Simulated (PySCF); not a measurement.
**`CC1=CC(=C2C=C2)C=C1`, C9H8**

Molfile (atoms numbered from 1):
```
C9H8
     RDKit          3D

 17 18  0  0  0  0  0  0  0  0999 V2000
   -1.6599    1.1539   -0.1431 C   0  0  0  0  0  0  0  0  0  0  0  0
   -0.2583    0.6425   -0.1499 C   0  0  0  0  0  0  0  0  0  0  0  0
    0.8960    1.3770   -0.1357 C   0  0  0  0  0  0  0  0  0  0  0  0
    2.0185    0.4540   -0.1491 C   0  0  0  0  0  0  0  0  0  0  0  0
    3.3326    0.7771   -0.1408 C   0  0  0  0  0  0  0  0  0  0  0  0
    4.3983    1.7228   -0.1184 C   0  0  0  0  0  0  0  0  0  0  0  0
    4.7154    0.4343   -0.1397 C   0  0  0  0  0  0  0  0  0  0  0  0
    1.4644   -0.8900   -0.1733 C   0  0  0  0  0  0  0  0  0  0  0  0
    0.1054   -0.7695   -0.1732 C   0  0  0  0  0  0  0  0  0  0  0  0
   -1.6869    2.2529   -0.1240 H   0  0  0  0  0  0  0  0  0  0  0  0
   -2.2194    0.7874    0.7341 H   0  0  0  0  0  0  0  0  0  0  0  0
   -2.2166    0.8183   -1.0345 H   0  0  0  0  0  0  0  0  0  0  0  0
    0.9757    2.4644   -0.1172 H   0  0  0  0  0  0  0  0  0  0  0  0
    4.7313    2.7582   -0.0996 H   0  0  0  0  0  0  0  0  0  0  0  0
    5.4911   -0.3284   -0.1507 H   0  0  0  0  0  0  0  0  0  0  0  0
    2.0484   -1.8102   -0.1881 H   0  0  0  0  0  0  0  0  0  0  0  0
   -0.6127   -1.5917   -0.1881 H   0  0  0  0  0  0  0  0  0  0  0  0
  1  2  1  0
  2  3  2  0
  3  4  1  0
  4  5  2  3
  5  6  1  0
  6  7  2  0
  4  8  1  0
  8  9  2  0
  9  2  1  0
  7  5  1  0
  1 10  1  0
  1 11  1  0
  1 12  1  0
  3 13  1  0
  6 14  1  0
  7 15  1  0
  8 16  1  0
  9 17  1  0
M  END
```

The calculation used quadratic response CAM-B3LYP/aug-cc-pVDZ first hyperpolarisability, Taylor convention, gas phase (PySCF). Geometry: PBE0-D3(BJ)/def2-SVP.

Q: Give the tensor of the second harmonic β(−2ω;ω,ω) at 1064 nm in the axes of these coordinates.

A: In au, Taylor convention; rows are the first index (the induced dipole):
```
       xx     yy     zz     xy     xz     yz
x  -317.6  +18.2  +17.1  -64.3   -1.9   -0.2
y   -68.1   -2.1  +43.2  -49.3   -1.3   -1.9
z    -1.8   -1.7   +2.5   -1.3  +13.0  +46.1
```
Norm of βᵢ = ⅓ Σⱼ (βᵢⱼⱼ + βⱼᵢⱼ + βⱼⱼᵢ): 330.8 au, hyper-Rayleigh value 138.8 au.
